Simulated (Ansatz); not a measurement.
Isomers of Cu₂F₂⁺ (doublet), relaxed with B3LYP-D4/def2-SVP; total energies from Ansatz at CCSD(T)/def2-TZVP.

```json
{"isomer": "A", "description": "point group C∞v; 3 × Cu–F 1.71 to 1.88 Å", "energy (Eh)": "-3477.88907"}
{"isomer": "B", "description": "point group D2h; 4 × Cu–F 1.92 Å", "energy (Eh)": "-3477.85249"}
```

Correlated methods freeze 20 core orbitals.

The isomers come from a short search, and lower ones may exist.

Task: Work out the relative energies (1 Eh = 2625.5 kJ/mol) and the Boltzmann populations at 1200 K from electronic energies alone (R = 8.314 J/mol/K).

Result: ΔE: A 0.0, B 96.0 kJ/mol. RT = 9.98 kJ/mol. Factors exp(−ΔE/RT): A 1, B 6.64e-05; sum 1.000. Populations: A 100.0 %, B 0.0 %. Zero-point energy, vibrational entropy and symmetry numbers are left out and can shift these; an error of 4 kJ/mol changes a ratio by a factor of 1.5. Over the other density-functional and correlated levels in def2 sets, the gap between A and B ranges from -13 to 41 kJ/mol.
